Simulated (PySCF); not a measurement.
Computed IR spectrum (relative IR intensity) of a molecule C4H5FSi. The structure is a stationary point at B3LYP-D3(BJ)/def2-SVP. One conformer was computed; it need not be the lowest. The numbers are results of B3LYP-D3(BJ)/def2-SVP (PySCF 2.14.0), not measurements. Frequencies are harmonic and unscaled.

Lines under 2 % of the strongest are left out, and lines within 2 cm⁻¹ are merged.

ν (cm⁻¹): 555 (w), 625 (w), 640 (vw), 689 (m), 729 (w), 799 (w), 827 (w), 891 (vw), 937 (vs), 952 (m), 956 (w), 1125 (m), 1297 (m), 1680 (s), 2221 (w), 2227 (s), 2235 (m), 3467 (m) (against the strongest line: vs over 80 %, s over 45 %, m over 15 %, w over 4 %, vw less)

Q: Which molecule gave these data?
(A) C#C/C(F)=C/[SiH3]
(B) FC1=CC=C[SiH2]1
(C) C#C/C=C\[SiH2]F
(D) C=C(F)C#C[SiH3]

A: A, C#C/C(F)=C/[SiH3]
